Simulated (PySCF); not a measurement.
**Löwdin shares of the frontier orbitals**

Compound: C6H8NPS2.
Z-matrix (Å and degrees, PBE0-D3(BJ)/def2-SVP geometry), rows numbered from 1:
```
C 
S   1  1.7977
C   2  1.7639  1  101.88
C   3  1.4018  2  116.26  1   179.63
P   4  1.7253  3  123.31  2   179.70
C   5  1.7252  4  100.02  3     0.18
C   6  1.4018  5  123.34  4     0.11
S   7  1.7637  6  116.23  5   179.65
C   8  1.7977  7  101.89  6   179.75
N   7  1.3280  6  125.87  5    -0.28
H   1  1.0977  2  110.97  3    62.03
H   1  1.0988  2  105.77  3  -178.90
H   1  1.0977  2  110.88  3   -59.80
H   4  1.0944  3  118.34  2    -0.20
H   6  1.0944  5  118.35  4   179.93
H   9  1.0979  8  110.97  7    62.04
H   9  1.0977  8  110.87  7   -59.86
H   9  1.0988  8  105.76  7  -178.91
```

Theory: PySCF 2.14.0, density-fitted response routines, TDDFT PBE0/def2-SVPD, vertical, gas phase, core orbitals frozen in the response.

Kohn–Sham orbitals with the atoms that hold most of them (Löwdin shares over 4%, at most four atoms; ? is withheld):

```csv
orbital,ε (eV),atoms
LUMO+2,0.05,"S8 23%, S2 23%, C9 9%, C1 9%"
LUMO+1,-1.15,"C3 18%, C7 18%, C4 14%, C6 14%"
LUMO,-1.95,"P5 39%, C6 14%, C4 14%, N10 14%"
HOMO,?,?
HOMO-1,-7.09,?
HOMO-2,-7.68,"N10 29%, P5 24%, C6 8%, C4 8%"
HOMO-3,-8.16,"P5 32%, C6 19%, C4 19%, N10 13%"
```

Problem. Give the leading atoms of the HOMO-1.

Solution. S8 (bonded to 2 C) 32%; S2 (bonded to 2 C) 32%; N10 (bonded to 2 C) 11%; C7 (bonded to C, N and S) 5%. By element: sulfur 64%, nitrogen 11%, carbon 5% or more.

Problem. Give the leading atoms of the HOMO.

Solution. S2 (bonded to 2 C) 23%; S8 (bonded to 2 C) 23%; C6 (bonded to C, P and H) 13%; C4 (bonded to C, P and H) 13%. By element: sulfur 45%, carbon 26% or more.

Problem. What is the HOMO energy, and the HOMO–LUMO gap?

Solution. ε(HOMO) = -6.32 eV; the gap is 4.37 eV (0.1605 hartree).

Problem. How does S1 compare with the orbital gap of 4.37 eV?

Solution. S1 is at 3.54 eV (f = 0.074), 0.83 eV below the gap, made of HOMO→LUMO (96%). 

Problem. Give energy, strength and leading configuration of S1, S2, S3, S4, S5 and S6, and follow the Löwdin shares of the leading atoms from the occupied to the empty orbital.

Solution. 
- S1 (3.54 eV, f 0.074), HOMO→LUMO (96%): S2 23% → at most 14%, S8 23% → at most 14%, P5 at most 14% → 39%, C6 13% → 14%
- S2 (4.27 eV, f 0.0003), HOMO-1→LUMO (84%): S8 32% → at most 14%, S2 32% → at most 14%, P5 at most 6% → 39%, C6 at most 6% → 14%
- S3 (4.38 eV, f 0.0085), HOMO-2→LUMO (98%): N10 29% → 14%, P5 24% → 39%, C6 8% → 14%
- S4 (4.54 eV, f 0.154), HOMO→LUMO+1 (81%): S2 23% → at most 15%, S8 23% → at most 15%, C3 at most 14% → 18%, C7 at most 14% → 18%
- S5 (4.97 eV, f 0.0000), HOMO-2→LUMO+1 (98%): N10 29% → at most 15%, P5 24% → at most 15%, C3 at most 9% → 18%, C7 at most 9% → 18%
- S6 (5.01 eV, f 0.240), HOMO-1→LUMO+1 (97%): S8 32% → at most 15%, S2 32% → at most 15%, C3 at most 6% → 18%, C7 5% → 18%

Löwdin shares depend on the basis, the more so with diffuse functions.

One conformer stands for the species.
